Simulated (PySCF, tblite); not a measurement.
## Complex of sulfur dioxide and LiCl

A gas-phase complex of sulfur dioxide and LiCl; neutral, singlet. The structure comes from a short search (6 tight-binding starts) and was relaxed by PBE0-D3(BJ)/def2-SVPD; another way of binding may lie lower. Frequencies by PBE0-D3(BJ)/def2-SVPD show no clear imaginary mode.

| part | name | SMILES | atoms | charge | multiplicity |
| --- | --- | --- | --- | --- | --- |
| 1 | sulfur dioxide | O=S=O | 1–3 | 0 | 1 |
| 2 | LiCl | [Li][Cl] | 4–5 | 0 | 1 |

```tsv
atom	part	x (Å)	y (Å)	z (Å)
O1	1	-0.912	0.508	-0.968
S2	1	0.345	1.017	-0.346
O3	1	1.395	-0.035	-0.492
Li4	2	0.573	-0.048	-2.428
Cl5	2	1.058	2.217	-2.371
```

```tsv
contact	kind (by geometry)	distance (Å)	angle (°)
O3···Li4	ion contact	2.103	-
S2···Li4	ion contact	2.349	-
O1···Li4	ion contact	2.156	-
```

Deforming the relaxed parts to their shape here costs 13.7 kcal/mol, which the interaction energies leave out.

Interaction energies are complex less parts, with the parts frozen as they stand in it; counterpoise-corrected, in kcal/mol (PySCF).

Give the interaction energy at each level run.


```tsv
level	interaction	superposition error removed
wB97M-D3(BJ)/def2-TZVPD	-27.30	-0.45
PBE0-D3(BJ)/def2-TZVPD	-32.14	-0.47
```

What holds them together? Decompose the wB97M-D3(BJ)/def2-TZVPD energy: frozen parts, their antisymmetrised product, then relaxation.

electrostatic -75.7, Pauli repulsion +112.7, orbital relaxation -62.7, dispersion correction -2.0 kcal/mol, which sum to the value before the counterpoise correction; the Pauli term holds the exchange-correlation of the frozen density too. Of the attraction, 54 % is electrostatic, 45 % is orbital relaxation, 1 % is dispersion correction.

The parts were also relaxed and run alone, at the levels used for the complex: shieldings by PBE0/pcSseg-2.

Values alone: shielding of O3 (ppm): -372.1; shielding of Li4 (ppm): 87.9; shielding of S2 (ppm): -340.0.

What does binding change?


```
              property   alone  in the complex  change
 shielding of O3 (ppm)  -372.1          -160.9  +211.2
shielding of Li4 (ppm)    87.9            91.4    +3.5
 shielding of S2 (ppm)  -340.0          -285.7   +54.2
```

What are the binding energy from relaxed parts (wB97M-D3(BJ)/def2-TZVPD), and ΔH and ΔG of association at 298.15 K and 1 atm?

-13.58 kcal/mol, -12.40 with zero-point energy; ΔH -12.7 and ΔG -3.1 kcal/mol, from harmonic vibrations by PBE0-D3(BJ)/def2-SVPD with low modes damped.

The 5 runs behind this took 5.7 min in all, one thread each of Arm Neoverse N1 on a shared host, launched as `OMP_NUM_THREADS=1 python cluster_run.py task.json out`.
